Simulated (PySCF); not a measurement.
# Computed properties of C₃H₇B, SMILES BCC=C

C₃H₇B, SMILES BCC=C. Coordinates come from a PBE0-D3(BJ)/def2-SVP optimisation. This is a generated structure with no PubChem entry under its InChIKey; it may be hypothetical. Other conformers were not sampled. All values are computed for the isolated molecule unless a solvent is named; none is compared with measurement here.

**Structure.** All 27 harmonic modes at PBE0-D3(BJ)/def2-SVP (PySCF) are real, so it is a minimum. With heavy atoms numbered as in [BH2:1][CH2:2][CH:3]=[CH2:4], the shortest bond between them is C3–C4 at 1.334 Å and the longest B1–C2 at 1.555 Å.

**Vibrations.** The strongest infrared lines (harmonic, unscaled, degenerate partners summed) lie at 2662 cm⁻¹ (137 km/mol, H 88 %, B 12 %), 2568 cm⁻¹ (118 km/mol, H 95 %), 1287 cm⁻¹ (51 km/mol, H 55 %, C 30 %, B 15 %). The softest mode is at 98 cm⁻¹ and the zero-point energy is 56.3 kcal/mol.

**Electronic structure.** ωB97X/def2-TZVP (PySCF) places the frontier levels at -9.59 and 0.98 eV, a gap of 10.57 eV, and gives a dipole moment of 0.49 D and a mean polarisability of 51.5 bohr³. PBE/def2-TZVP (PySCF) at the same geometry gives -6.14 and -2.35 eV, so its gap is 6.78 eV narrower. An orbital gap is neither the optical nor the fundamental gap.

**Excitations.** TDA-M06-2X/def2-SVPD (PySCF) has S1 at 5.23 eV (237 nm, f = 0.005, weak); the most intense of the 10 singlets computed lies at 7.67 eV (f = 0.33). T1 (TDA) is at 4.71 eV, 0.52 eV under S1. TDA-PBE/def2-SVPD (PySCF) puts S1 at 3.89 eV. No vertical singlet excitation falls in the visible range (under 3.1 eV).

**NMR.** GIAO shifts at PBE0/pcSseg-1 (PySCF) (non-relativistic, atoms alike by connectivity averaged): ¹³C from 49.7 to 147.9 ppm against TMS; ¹H from 2.8 to 7.8 ppm against TMS; ¹¹B at 73.1 ppm against BF3.
